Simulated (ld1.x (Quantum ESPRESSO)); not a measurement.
# W (Z = 74), PAW: configuration errors across variants

W (Z = 74), PAW, made with ld1.x (Quantum ESPRESSO) 7.5 (PBE, scalar-relativistic). Core [Kr] 4d10 4f14, reference 5s2 5p6 5d4 6s2 6p0. Waves: 5s (bound): rcut 1.40, rcutus 1.60 bohr; 6s (bound): rcut 1.40, rcutus 1.60 bohr; 5p (bound): rcut 1.95, rcutus 2.25 bohr; 6p (bound, empty): rcut 1.95, rcutus 2.25 bohr; 5d (bound): rcut 1.40, rcutus 1.60 bohr; 5d channel at 2.55 Ry: rcut 1.40, rcutus 1.60 bohr. Local part: all-electron potential smoothed inside 2.05 bohr (lloc = -1). Core correction: Bessel-smoothed model core inside 1.25 bohr. Augmentation charge: PSQ, inside the norm-conserving radii.

All-electron excitation energies from the reference (eV): (1) 5s2 5p6 5d4 6s1 6p0 8.883; (2) 5s2 5p6 5d4 6s0 6p0 24.563; (3) 5s2 5p6 5d3 6s0 6p0 49.945; (4) 5s2 5p6 5d4 6s1.5 6p0 3.633; (5) 5s2 5p6 5d4 6s0 6p2 9.259; (6) 5s2 5p6 5d5 6s0 6p0 9.692.

On the changes marked as counting shells twice: ld1.x takes every shell without a wave as core, so the model core holds the marked electrons as well and exchange and correlation see them twice. This cancels in the reference configuration, but the file is broken for other ones, and its errors say nothing about a proper core correction.

The overlap operator is not positive definite (basis up to 400 Ry) in “base”, “wave 5d channel at 2.55 Ry: rcut 1.40, rcutus 1.60 bohr becomes 5d channel at 1.48 Ry: rcut 1.40, rcutus 1.60 bohr”, “waves 5s (bound): rcut 1.40, rcutus 1.96 bohr; 6s (bound): rcut 1.40, rcutus 1.96 bohr”, “local potential all-electron potential smoothed inside 1.65 bohr (lloc = -1)”, “core correction Bessel-smoothed model core inside 1.04 bohr”. Such files are unfit for use, however small their errors in these radial tests.

Tests that are not counted but printed errors over 1 eV. “base”: 5s1 5p6 5d4 6s2 6p0 (solver errors, printed error -1358 eV). “wave 5d channel at 2.55 Ry: rcut 1.40, rcutus 1.60 bohr becomes 5d channel at 1.48 Ry: rcut 1.40, rcutus 1.60 bohr”: 5s1 5p6 5d4 6s2 6p0 (solver errors, printed error -1358 eV).

5 further variants failed, have other tests or too few solved ones, and are left out.

The file “type TM; waves now 5p (bound): rc 2.25 bohr; 5d (bound): rc 1.60 bohr; 5s (bound): rc 1.60 bohr; local potential the s channel (6s counted twice)” misses its own reference levels by 1.2 eV.

Errors AE − PS in meV (a dash: test not solved or not reliable):

```csv
change,(1),(2),(3),(4),(5),(6),bound ghosts
base,-3.3,-8.5,-55,-1.2,+204,-25,not determined (overlap not positive)
"wave 5d channel at 2.55 Ry: rcut 1.40, rcutus 1.60 bohr becomes 5d channel at 1.48 Ry: rcut 1.40, rcutus 1.60 bohr",-3.4,-8.8,-55,-1.3,+203,-26,not determined (overlap not positive)
type TM; waves now 5p (bound): rc 2.25 bohr; 5d (bound): rc 1.60 bohr; 5s (bound): rc 1.60 bohr; local potential the s channel (6s counted twice),-1633,-4199,-5776,-712,-2873,-2936,none
"waves 5s (bound): rcut 1.40, rcutus 1.96 bohr; 6s (bound): rcut 1.40, rcutus 1.96 bohr",-3.3,-9.2,-58,–,–,–,not determined (overlap not positive)
local potential all-electron potential smoothed inside 1.65 bohr (lloc = -1),-2.9,-9.4,+8.2,–,–,–,not determined (overlap not positive)
core correction Bessel-smoothed model core inside 1.04 bohr,-3.2,-8.3,-54,–,–,–,not determined (overlap not positive)
local potential all-electron potential smoothed inside 2.46 bohr (lloc = -1),-3.3,-9.4,-28,–,–,–,none
```

Question: Give the same row for: all radii but the core radius scaled by about 0.76 (s 1.22, p 1.70, d 1.22 bohr, rcut 1.06/1.48/1.06); local potential all-electron potential smoothed inside 1.56 bohr (lloc = -1).

Answer: -3.2, -9.1, -28, -1.2, -2.5, -11; bound ghosts: none.
